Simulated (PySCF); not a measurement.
**Calculated NMR parameters of C=CC(=C)N([SiH3])[SiH3]**

| Property | Result |
| --- | --- |
| Formula | C4H11NSi2 |
| SMILES | C=CC(=C)N([SiH3])[SiH3] |
| Point group of the computed structure | C1 |
| Degrees of unsaturation | 2 |
| Carbon signals | 4 |
| Proton signals | 6 |

Atoms are numbered as in `[CH2:1]=[CH:2][C:3](=[CH2:4])[N:5]([SiH3:6])[SiH3:7]` (H(Xn): hydrogen on atom n). Ha(C4) is cis to C2; Ha(C1) is cis to C3; Hb(C4) is trans to C2; Hb(C1) is trans to C3.

- geometry from GFN2-xTB
- PBE0/pcSseg-1 with gauge-including orbitals
- run in PySCF 2.14.0 with density-fitted response routines
- non-relativistic, no solvent, averaged over atoms made equivalent by symmetry, fast rotation or ring inversion, single conformer

References, each an isolated molecule treated in the same way: $^{1}$H (σref 31.72), $^{13}$C (σref 186.93), $^{29}$Si (σref 349.16) vs TMS; $^{15}$N (σref 267.73) against NH3.

| carbon | δC, type | δH (multiplicity) | HMBC from (2–3 bonds) | span of the C tensor (ppm) |
| --- | --- | --- | --- | --- |
| C1 | 122.7, CH2 | Ha(C1) 5.62 (m); Hb(C1) 5.59 (m) | H(C2) | 217 |
| C2 | 146.2, CH | 6.49 (m) | Ha(C1), Hb(C1), Ha(C4), Hb(C4) | 213 |
| C3 | 163.4, C | – | H(C2), Ha(C1), Hb(C1), Ha(C4), Hb(C4), H(Si6)/H(Si7) | 211 |
| C4 | 112.6, CH2 | Ha(C4) 4.95 (m); Hb(C4) 4.92 (m) | H(C2) | 172 |

Other nuclei:
| atoms | nucleus | environment | δ (ppm) | σ (ppm) |
| --- | --- | --- | --- | --- |
| H(Si6)/H(Si7) | $^{1}$H | hydrogen on a silicon bonded to N | 4.74 | 26.98 |
| Si6/Si7 | $^{29}$Si | silicon bonded to N, 3 H | -48.7 | 397.9 |
| N5 | $^{15}$N | enamine nitrogen | 34.6 | 233.1 |

Carbon types of the structure: 1 × C, 1 × CH, 2 × CH2, leaving 6 H on heteroatoms. δC 163.4: alkene carbon bearing nitrogen; an sp2 carbon further deshielded by the attached heteroatom. δC 146.2: alkene CH; as expected for a trigonal carbon in a double bond. δC 122.7: terminal =CH2 carbon; as expected for a trigonal carbon in a double bond. δC 112.6: β carbon of an enol-ether or enamine type C=C; the O or N lone pair pushes π density onto this β carbon and shields it. δH 4.95, 4.92: hydrogen on a β carbon of an enol-ether or enamine type C=C; lone-pair donation from O or N shields it, upfield of ordinary alkene protons.

Shifts are as computed. Against solution values, carbons near 30 ppm lie about +3 ppm off and those near 130 ppm about +5 ppm. Of 1211 compounds with measured shifts, 218 miss one by over three times the rms of a fit or turn the order of signals round; such compounds aren't used in these exercises. Experimental scales use liquid or dissolved standards, which lie at an offset from isolated NH3 (liquid NH3: subtract about 20 ppm). No couplings were computed; multiplicities are counted from neighbouring protons, with m where these are inequivalent, close in shift, in a saturated or five-membered ring or joined by F or P, and br s for small geminal =CH2 splittings.
